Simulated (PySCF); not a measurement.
Relaxation of singlet BiCl₃

Level of theory: PBE0 in PySCF with Bi def2-SVP with ECP60, Cl def2-SVP; scalar-relativistic core potentials, no spin–orbit coupling; density-fitted integrals. A (50,194) grid was used.

A hand-made T-shaped start, of C2v symmetry, held to at least that symmetry:

```xyz
4
charge 0 multiplicity 1, angstrom
Bi    0.0000    0.0000   -0.2979
Cl    0.0000    0.0000    2.2021
Cl    2.4985    0.0000   -0.2107
Cl   -2.4985    0.0000   -0.2107
```

Optimiser trace:
```csv
step,E − E(last) (kJ/mol),largest gradient (Eh/bohr)
0,11.17,0.01863
1,4.34,0.00670
2,2.69,0.00442
3,1.68,0.00419
4,0.63,0.00261
5,0.18,0.00144
6,0.03,0.00046
7,0.00,0.00025
8,0.00,0.00008
```

It ends at C2v with Bi–Cl 2.451 Å, Bi–Cl 2.558 Å (×2); Cl–Bi–Cl 99.8° (×2), Cl–Bi–Cl 160.3°. A frequency run shows 1 imaginary mode, down to 119i cm⁻¹, so it is a saddle point.

Final geometry:
```xyz
4
charge 0 multiplicity 1, angstrom
Bi    0.0000    0.0000   -0.1757
Cl    0.0000    0.0000    2.2756
Cl    2.5201    0.0000   -0.6127
Cl   -2.5201    0.0000   -0.6127
```

With an element this heavy the missing spin–orbit coupling can shift these numbers.

The relaxation took roughly 30 core-seconds on a shared host.
